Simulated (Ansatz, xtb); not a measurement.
## Two structures of CH3GaSb+

Structure a: a singlet given by its coordinates. Structure b: a singlet given by its coordinates. Both are isolated ions in the gas phase, relaxed with r2SCAN-D4/def2-SVP.

a (Å):

```yaml
atoms:
  - { symbol: C, position_ang: [-0.0404, 0.1028, 0.0226] }
  - { symbol: Ga, position_ang: [0.7757, 2.1841, -0.1795] }
  - { symbol: Sb, position_ang: [0.2377, -1.3591, -1.3830] }
  - { symbol: H, position_ang: [0.4782, -0.0102, 0.9910] }
  - { symbol: H, position_ang: [-1.0731, 0.4847, 0.1106] }
  - { symbol: H, position_ang: [1.7346, -1.8370, -0.6860] }
```

Close contacts (Å): C1–Ga2 2.24, C1–Sb3 2.05, C1–H4 1.10, C1–H5 1.10, Sb3–H6 1.72.

b (Å):

```xyz
6

C    -0.2703    0.3861    0.4093
Ga    1.3824   -0.5338   -1.2580
Sb    0.4207    1.7680   -0.9166
H    -0.9970    0.7125    1.1701
H    -0.0697   -0.6952    0.5519
H     1.6637   -2.0455   -1.0594
```

Close contacts (Å): C1–Ga2 2.52, C1–Sb3 2.04, Ga2–Sb3 2.52, C1–H4 1.10, C1–H5 1.11, Ga2–H6 1.55.

Energies in hartree; the thermal terms are from r2SCAN-D4/def2-SVP harmonic frequencies (ideal gas, rigid rotor, one conformer each, 298.15 K, 1 atm) and include the zero-point energy:

```
                                a            b
E, CCSD(T)/def2-TZVP  −2202.598401  −2202.584731
   zero-point energy      0.031371      0.030656
        H(298 K) − E      0.037377      0.036786
        G(298 K) − E      0.000474      0.000182
```

Problem. Work out ΔE, ΔE₀, ΔH and ΔG for a → b in kJ/mol (1 Eh = 2625.50 kJ/mol) and the equilibrium ratio [b]/[a].

Solution. 1. ΔE = −2202.584731 − (−2202.598401) = +0.013670 Eh = +35.89 kJ/mol.
2. ΔE₀ = ΔE + ΔZPE = +0.013670 + (−0.000715) Eh = +34.01 kJ/mol.
3. ΔH = ΔE + (−0.000591) Eh = +34.34 kJ/mol.
4. ΔG = ΔE + (−0.000292) Eh = +35.12 kJ/mol, so ΔS = (ΔH − ΔG)/T = −2.6 J/(mol K).
5. kT = 0.9442 mEh, so K = [b]/[a] = exp(−ΔG/kT) = exp(−14.17) ≈ 7.0 × 10^−7.

Structure a is favoured at this temperature. An error of 4 kJ/mol in ΔG would change K by a factor of 5. Mirror images and further conformers aren't counted.

Other levels gave ΔE = +42.2 (r2SCAN-D4/def2-SVP); +64.4 (HF/def2-TZVP); +21.1 (MP2/def2-TZVP) kJ/mol. The correlated steps freeze 14 core orbitals; the filled d shell of Ga and Sb is correlated, in a basis made for valence electrons. Atoms past krypton carry core potentials in the def2 sets, without spin–orbit terms. Programs: Ansatz 0.2.0.
